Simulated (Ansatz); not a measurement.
Ge₄H₅. Total charge 0; doublet. Geometry r2SCAN-D4/def2-SVP.

```xyz
9

Ge    1.319    1.111    1.247
Ge   -1.581   -0.595   -0.004
Ge    0.662   -1.182    0.729
Ge   -0.307    1.404   -0.549
H     2.790    1.551    1.021
H    -2.571   -0.396    1.149
H     0.477    1.025   -1.852
H     1.431   -1.519   -0.594
H    -2.219   -1.399   -1.147
```

Another isomer (doublet) lies 0.12 eV lower at PBE0-D4/def2-TZVP; other spin states weren't run for this one.

Task: Estimate the α-spin orbital energies around the gap (eV) in Ansatz with LDA (SPW92)/def2-TZVP, PBE-D4/def2-TZVP, r2SCAN-D4/def2-TZVP, PBE0-D4/def2-TZVP.

Result: 
```csv
orbital,LDA (SPW92)/def2-TZVP,PBE-D4/def2-TZVP,r2SCAN-D4/def2-TZVP,PBE0-D4/def2-TZVP
HOMO−5,-8.37,-8.32,-8.70,-9.59
HOMO−4,-7.48,-7.39,-7.73,-8.52
HOMO−3,-7.24,-7.15,-7.47,-8.27
HOMO−2,-6.46,-6.29,-6.55,-7.18
HOMO−1,-6.06,-5.91,-6.19,-6.75
HOMO,-5.23,-5.20,-5.55,-6.16
LUMO,-3.30,-3.11,-3.14,-2.53
LUMO+1,-1.41,-1.26,-1.09,-0.49
LUMO+2,-1.39,-1.13,-0.89,-0.38
LUMO+3,-0.94,-0.72,-0.45,0.07
LUMO+4,-0.48,-0.30,-0.06,0.47
LUMO+5,0.10,0.32,0.55,1.15
β HOMO,-5.95,-5.77,-5.97,-6.50
β LUMO,-4.46,-4.13,-3.83,-3.28
```
